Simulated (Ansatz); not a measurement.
Frontier orbitals of GaH₅InNO (`[OH][GaH][NH][InH2]`).

Total charge 0; spin multiplicity 1. Correlated methods include outer-core shells of Ga, In, which these sets cover unevenly. Scalar relativity is left out up to krypton. In: def2 effective core potential. All single points use the PBE0-D4/def2-TZVP geometry. It is one conformer, not always the lowest. Basis def2-TZVPP, the Gaussian-basis code of Ansatz.

```json
{"functional": "PBE", "HOMO (eV)": "-6.11", "LUMO (eV)": "-2.08", "gap (eV)": "4.03"}
{"functional": "B97M-V", "HOMO (eV)": "-6.41", "LUMO (eV)": "-2.09", "gap (eV)": "4.32"}
{"functional": "PBE0", "HOMO (eV)": "-7.36", "LUMO (eV)": "-1.36", "gap (eV)": "6.00"}
{"functional": "r2SCAN0", "HOMO (eV)": "-7.54", "LUMO (eV)": "-1.18", "gap (eV)": "6.36"}
{"functional": "BHLYP", "HOMO (eV)": "-8.51", "LUMO (eV)": "-0.74", "gap (eV)": "7.77"}
{"functional": "CAM-B3LYP", "HOMO (eV)": "-8.73", "LUMO (eV)": "-0.59", "gap (eV)": "8.14"}
{"functional": "ωB97M-V", "HOMO (eV)": "-9.66", "LUMO (eV)": "0.07", "gap (eV)": "9.73"}
```

Against PBE, PBE0 changes HOMO and LUMO by −1.24 and +0.72 eV, ωB97M-V by −3.55 and +2.14 eV. A gap of 4.04 eV thus becomes 9.73 eV for the same molecule, so an orbital gap means little without its functional. A positive LUMO is unbound and depends on the basis.
